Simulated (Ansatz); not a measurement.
Consider the ligand exchange at a B–C bond: `NCBO` + CH₃OH → `COBO` + CH₃NH₂.

Gas-phase electronic energies from Ansatz, PBE0-D4/def2-TZVP geometries. CCSD(T)/CBS is the MP2 limit (def2-TZVPP, def2-QZVPP) plus CCSD(T) − MP2 in def2-TZVPP, frozen cores. This one scheme is used for every species. DFT in def2-TZVPP. B3LYP here is the variant with VWN-RPA as its local correlation; programs differ in this. Each species was taken in one conformer, which may not be the lowest.

`NCBO`:

Cartesian coordinates in Å:
```
N -0.317 -1.200 -0.061
C 0.399 -0.022 -0.572
B 0.116 1.218 0.367
O -0.848 1.073 1.294
H 0.255 -1.701 0.607
H -0.548 -1.853 -0.796
H -0.011 0.238 -1.557
H 1.470 -0.191 -0.748
H 0.685 2.269 0.279
H -1.201 0.169 1.186
```

CH₃OH:

Z-matrix (Å, degrees):
```
C
O 1 1.409
H 1 1.097 2 112.4
H 1 1.090 2 107.0 3 -118.5
H 1 1.097 2 112.4 3 123.0
H 2 0.959 1 108.5 3 -61.6
```

`COBO`:

Z-matrix (Å, degrees):
```
C
O 1 1.410
H 1 1.094 2 111.5
H 1 1.092 2 109.2 3 -120.6
H 1 1.092 2 109.3 3 120.6
B 2 1.356 1 121.7 3 -1.0
O 6 1.356 2 119.6 1 -179.9
H 6 1.199 2 121.8 1 0.2
H 7 0.962 6 112.1 2 0.0
```

CH₃NH₂:

```xyz
7

C    -0.252   -0.125   -0.494
N     0.619    0.329    0.577
H    -1.162   -0.650   -0.170
H     0.304   -0.797   -1.152
H    -0.558    0.731   -1.099
H     0.923   -0.451    1.145
H     0.125    0.962    1.193
```

(1) Is it downhill or uphill in electronic energy at CCSD(T)/CBS, and by how much? (Best estimate.)

(2) What do these levels give: PBE-D4, r2SCAN-D4, PBE0-D4, PBE, r2SCAN, PBE0, B3LYP, HF/def2-TZVPP, MP2/def2-TZVPP, SCS-MP2/def2-TZVPP, CCSD/def2-TZVPP, CCSD/CBS(def2)? (Best estimate.)

Largest T1 diagnostic among the species: 0.013.

## Answers

(1) Computed: Downhill: ΔE = -29.8 kcal/mol.

(2) Ansatz gave: PBE-D4 -28.2, r2SCAN-D4 -30.3, PBE0-D4 -28.9, PBE -28.6, r2SCAN -30.4, PBE0 -29.2, B3LYP -31.5, HF/def2-TZVPP -35.0, MP2/def2-TZVPP -30.3, SCS-MP2/def2-TZVPP -31.1, CCSD/def2-TZVPP -30.7, CCSD/CBS(def2) -30.3 kcal/mol.

In def2-TZVPP, CCSD(T) changes the Hartree–Fock value by +4.8 kcal/mol (the triples alone add +0.5 kcal/mol) and MP2 by +4.6 kcal/mol.
